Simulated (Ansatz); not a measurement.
Start from `B[CH]([GaH2])CO` and change one atom or group to get `B[CH](Cl)[GaH2]`.

Ansatz, PBE0-D4/def2-TZVP geometries, multiplicity 1. Each molecule was computed in one conformer, which needn't be the lowest.

Scalar relativity is left out up to krypton.

```
                                          property  `B[CH]([GaH2])CO`
size of the dipole moment (ωB97M-V/def2-TZVPP) / D               3.44
  size of the dipole moment (B3LYP/def2-TZVPP) / D               3.43
               HOMO–LUMO gap (PBE/def2-TZVPP) / eV               4.58
             HOMO–LUMO gap (B3LYP/def2-TZVPP) / eV               6.07
               HOMO energy (B3LYP/def2-TZVPP) / eV              -7.29
                 LUMO energy (PBE/def2-TZVPP) / eV              -1.87
```

What does the change do to each property? (An estimate is asked.)

Ansatz gave: 
```json
{"property": "size of the dipole moment (ωB97M-V/def2-TZVPP) / D", "`B[CH](Cl)[GaH2]`": "1.13", "shift": "-2.31"}
{"property": "size of the dipole moment (B3LYP/def2-TZVPP) / D", "`B[CH](Cl)[GaH2]`": "1.10", "shift": "-2.33"}
{"property": "HOMO–LUMO gap (PBE/def2-TZVPP) / eV", "`B[CH](Cl)[GaH2]`": "4.60", "shift": "0.02"}
{"property": "HOMO–LUMO gap (B3LYP/def2-TZVPP) / eV", "`B[CH](Cl)[GaH2]`": "6.08", "shift": "0.01"}
{"property": "HOMO energy (B3LYP/def2-TZVPP) / eV", "`B[CH](Cl)[GaH2]`": "-7.59", "shift": "-0.30"}
{"property": "LUMO energy (PBE/def2-TZVPP) / eV", "`B[CH](Cl)[GaH2]`": "-2.11", "shift": "-0.24"}
```

Dipoles are sizes alone; their direction can turn.

B3LYP here is the variant with VWN-RPA as its local correlation; programs differ in this.
